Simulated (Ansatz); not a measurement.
`[BH2][AlH2]` + `C=C=N` → `BN=C=C` + `[AlH3]` at 700 K and 1 bar (cleavage of the B–Al bond).

Computed with Ansatz on PBE0-D4/def2-TZVP structures; ΔE is electronic, products minus reactants. CCSD(T)/CBS adds triple-zeta CCSD(T) − MP2 to the extrapolated MP2 energy (def2 sets, frozen cores). This one scheme is used for every species. One conformer a species, not always the lowest.

```csv
species,CCSD(T)/CBS energy (Eh),H − E (kJ/mol),S (J/(mol·K))
`[BH2][AlH2]`,-269.14094,132.0,331.6
`C=C=N`,-132.55079,156.4,309.8
`BN=C=C`,-157.96924,203.3,362.2
`[AlH3]`,-243.78045,80.2,251.4
```

H − E and S are ideal-gas, rigid-rotor, harmonic terms from PBE0-D4/def2-TZVP, for one conformer and one mirror image of each species. 1 Eh = 2625.50 kJ/mol, R = 8.31446 J/(mol·K).

By hand: ΔE, ΔH, ΔS and ΔG.

ΔE = (-157.96924) + (-243.78045) − (-269.14094) − (-132.55079) = -0.05796 Eh = -152.2 kJ/mol. Δ(H − E) = 203.3 + 80.2 − 132.0 − 156.4 = -4.9, so ΔH = -157.1 kJ/mol. ΔS = 362.2 + 251.4 − 331.6 − 309.8 = -27.8 J/(mol·K). ΔG = -157.1 − 700 × (-27.8)/1000 = -137.6 kJ/mol.

By hand: the equilibrium constant, and the temperature at which ΔG would vanish if ΔH and ΔS stayed fixed.

log₁₀ K = −ΔG/(RT ln 10) = 10.3. ΔG = 0 at ΔH/ΔS = 5651 K, far beyond where these terms or the molecules hold.

ΔH outweighs TΔS. A doubt of 5 kJ/mol in ΔE shifts log₁₀ K by 0.4 here. Other conformers and mirror images would add mixing entropy, several J/(mol·K) or more a flexible species. These are equilibria of isolated gas molecules and say nothing of rates. Largest T1 diagnostic: 0.017 (customary marks: 0.02 for closed shells, 0.045 for open ones).
